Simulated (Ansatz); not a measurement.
Calculated with Ansatz (gas phase, PBE0-D4/def2-TZVP geometries, no zero-point term in ΔE). CCSD(T)/CBS adds triple-zeta CCSD(T) − MP2 to the extrapolated MP2 energy (def2 sets, frozen cores). Functionals use def2-TZVPP. B3LYP here is the variant with VWN-RPA as its local correlation; programs differ in this. Each species was taken in one conformer, which may not be the lowest.

`CB[SiH2]CC` + `BOC` → `CBBOC` + `CC[SiH3]`  (formal exchange of groups at a B–Si bond)

| level | ΔE (kJ/mol) |
| --- | --- |
| B3LYP | 1.5 |
| CCSD(T)/def2-TZVPP | 7.0 |

Question: What does CCSD(T)/CBS give? (Best estimate.)

Answer: Computed: +7.4 kJ/mol. The listed levels differ from it by -5.9, -0.4 kJ/mol.

Largest T1 diagnostic among the species: 0.014.

In def2-TZVPP, CCSD(T) changes the Hartree–Fock value by +5.5 kJ/mol (the triples alone add +1.1 kJ/mol) and MP2 by +6.1 kJ/mol. The D4 term adds +3.2 kJ/mol with B3LYP and +2.0 kJ/mol with PBE0; it sums over pairs of atoms, weighted by their polarisabilities, and B3LYP, whose exchange is more repulsive, gets the larger term.
